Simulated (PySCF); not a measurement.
Isomers of C4H13NSi3, mass 159.036 u with the commonest isotopes. Level of theory: PBE0/pcSseg-1 in PySCF (dipole) on a GFN2-xTB geometry, gas phase. One conformer each, none proved a minimum here; rigid rotors.

Question: Order these by dipole moment, smallest first.
A. `[CH3:1][CH2:2][Si:3]([SiH3:4])([SiH3:5])[CH2:6][C:7]#[N:8]` with C1–C2–Si3–Si4 -52°, C2–Si3–C6–C7 176°
B. `[N:1]#[C:2][C@@H:3]([SiH3:4])[CH2:5][SiH2:6][CH2:7][SiH3:8]` with C2–C3–C5–Si6 70°, C3–C5–Si6–C7 -70°, C5–Si6–C7–Si8 -179°
C. `[CH3:1][C@@H:2]([SiH2:3][C:4]#[N:5])[SiH2:6][CH2:7][SiH3:8]` with C1–C2–Si3–C4 -168°, C1–C2–Si6–C7 173°, C2–Si6–C7–Si8 178°

Answer: B (3.36 D), C (3.59 D), A (4.64 D).

Question: Order these by radius of gyration √(Σ m r²/M), largest first.
A. `[CH3:1][CH2:2][Si:3]([SiH3:4])([SiH3:5])[CH2:6][C:7]#[N:8]` with C1–C2–Si3–Si4 -52°, C2–Si3–C6–C7 176°
B. `[CH3:1][C@@H:2]([SiH2:3][C:4]#[N:5])[SiH2:6][CH2:7][SiH3:8]` with C1–C2–Si3–C4 -168°, C1–C2–Si6–C7 173°, C2–Si6–C7–Si8 178°
C. `[CH3:1][Si@:2]([SiH3:3])([CH2:4][SiH3:5])[CH2:6][C:7]#[N:8]` with C1–Si2–C4–Si5 -171°, C1–Si2–C6–C7 61°
D. `[N:1]#[C:2][C@@H:3]([SiH3:4])[CH2:5][SiH2:6][CH2:7][SiH3:8]` with C2–C3–C5–Si6 70°, C3–C5–Si6–C7 -70°, C5–Si6–C7–Si8 -179°

Answer: D (2.769 Å), B (2.576 Å), C (2.371 Å), A (2.346 Å).

Question: Order these by rotational constant A, largest first.
A. `[CH3:1][CH2:2][Si:3]([SiH3:4])([SiH3:5])[CH2:6][C:7]#[N:8]` with C1–C2–Si3–Si4 -52°, C2–Si3–C6–C7 176°
B. `[N:1]#[C:2][C@@H:3]([SiH3:4])[CH2:5][SiH2:6][CH2:7][SiH3:8]` with C2–C3–C5–Si6 70°, C3–C5–Si6–C7 -70°, C5–Si6–C7–Si8 -179°
C. `[CH3:1][Si@:2]([SiH3:3])([CH2:4][SiH3:5])[CH2:6][C:7]#[N:8]` with C1–Si2–C4–Si5 -171°, C1–Si2–C6–C7 61°
D. `[CH3:1][C@@H:2]([SiH2:3][C:4]#[N:5])[SiH2:6][CH2:7][SiH3:8]` with C1–C2–Si3–C4 -168°, C1–C2–Si6–C7 173°, C2–Si6–C7–Si8 178°

Answer: B (2531 MHz), D (1369 MHz), C (1109 MHz), A (1081 MHz).

| SMILES | point group | Ia (u·Å²) | Ib (u·Å²) | Ic (u·Å²) | κ | μa (D) | μb (D) | μc (D) |
| --- | --- | --- | --- | --- | --- | --- | --- | --- |
| N#C[C@@H]([SiH3])C[SiH2]C[SiH3] | C1 | 199.71 | 1040.93 | 1197.40 | -0.94 | 1.43 | 3.04 | 0.18 |
| C[Si@]([SiH3])(C[SiH3])CC#N | C1 | 455.86 | 543.83 | 788.18 | 0.23 | 3.46 | 0.28 | 0.00 |
| CC[Si]([SiH3])([SiH3])CC#N | C1 | 467.48 | 598.69 | 685.13 | -0.38 | 4.25 | 1.39 | 1.23 |
| C[C@@H]([SiH2]C#N)[SiH2]C[SiH3] | C1 | 369.11 | 715.50 | 1025.28 | -0.51 | 1.42 | 3.30 | 0.17 |
